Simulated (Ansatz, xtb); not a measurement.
# Two isomers of C3H4F3N

Structure I is `[H]/N=C/CC(F)(F)F`, a singlet and structure II is `[H]/N=C(/C)C(F)(F)F`, a singlet. Both are isolated molecules in the gas phase, relaxed with PBE0-D3(BJ)/def2-SVP; the shapes shown needn't be the lowest conformers.

I (Å):

```yaml
atoms:
  - { symbol: C, position_ang: [-0.5844, 0.2137, -0.4326] }
  - { symbol: C, position_ang: [0.3846, 0.0526, 0.7003] }
  - { symbol: C, position_ang: [0.6964, -1.3907, 1.0028] }
  - { symbol: F, position_ang: [-0.4102, -2.0656, 1.3448] }
  - { symbol: F, position_ang: [1.5595, -1.4998, 2.0138] }
  - { symbol: F, position_ang: [1.2266, -2.0115, -0.0537] }
  - { symbol: N, position_ang: [-0.3517, 1.0305, -1.3703] }
  - { symbol: H, position_ang: [-1.1221, 1.0257, -2.0454] }
  - { symbol: H, position_ang: [-1.4957, -0.4114, -0.3688] }
  - { symbol: H, position_ang: [-0.0379, 0.4890, 1.6203] }
  - { symbol: H, position_ang: [1.3167, 0.5815, 0.4594] }
```

II (Å):

```xyz
11

C    -0.8872   -1.0102    1.7300
C    -0.5167   -1.7671    0.4972
C    -0.5803   -0.9583   -0.7950
F    -1.8138   -0.4907   -0.9995
F     0.2451    0.0893   -0.7378
F    -0.2392   -1.6909   -1.8547
N    -0.1758   -2.9847    0.5199
H    -0.8107   -1.6755    2.5978
H    -0.2206   -0.1445    1.8644
H    -1.9138   -0.6210    1.6482
H     0.0380   -3.3147   -0.4274
```

Quicker runs give these differences E(II) − E(I): GFN2-xTB −0.117 eV; HF/STO-3G −0.116 eV (at GFN2-xTB geometries); r2SCAN-D4/def2-SVP −0.070 eV (at GFN2-xTB geometries).

Q: Estimate E(II) − E(I) at the level CCSD(T)/def2-SVP + ΔMP2/def2-TZVPP.

A: Too close to call at this level: CCSD(T)/def2-SVP + ΔMP2/def2-TZVPP gives E(II) − E(I) = +0.003 eV.

Level by level:

```
                             level              geometry  E(II) − E(I) (eV)  departure from the last row (eV)  job, with rough time for the two
                          GFN2-xTB              GFN2-xTB              −0.117                            −0.120              optimisation, 0.18 s
                         HF/STO-3G              GFN2-xTB              −0.116                            −0.119               single point, 0.7 s
                r2SCAN-D4/def2-SVP              GFN2-xTB              −0.070                            −0.072               single point, 4.6 s
              PBE0-D3(BJ)/def2-SVP  PBE0-D3(BJ)/def2-SVP              −0.053                            −0.056                optimisation, 47 s
                       HF/def2-SVP  PBE0-D3(BJ)/def2-SVP              +0.044                            +0.042           part of the CCSD(T) run
                      MP2/def2-SVP  PBE0-D3(BJ)/def2-SVP              −0.020                            −0.022           part of the CCSD(T) run
                  CCSD(T)/def2-SVP  PBE0-D3(BJ)/def2-SVP              −0.009                            −0.011                      single point
CCSD(T)/def2-SVP + ΔMP2/def2-TZVPP  PBE0-D3(BJ)/def2-SVP              +0.003                                                  single point, 65 s
```

As drawn, both hold the same kinds of bond in the same numbers. Structure I has 0 methyl groups, II 1.

The largest departure from CCSD(T)/def2-SVP + ΔMP2/def2-TZVPP is that of GFN2-xTB, 0.120 eV. The last row adds to CCSD(T) the change of the MP2 difference between the two basis sets, here +0.011 eV.

With thermal terms from frequencies at re-optimised GFN2-xTB minima (ideal gas, soft modes damped towards free rotors, one conformer each, 298.15 K, 1 atm): the zero-point term adds −0.001 eV; ΔH is +0.008 and ΔG +0.009 eV.

The correlated steps freeze 7 core orbitals. Codes used: Ansatz 0.2.0, xtb 6.7.1; the last row on 2 threads of Intel(R) Xeon(R) Platinum 8259CL CPU @ 2.50GHz (Skylake/Cascade Lake) on a shared host.
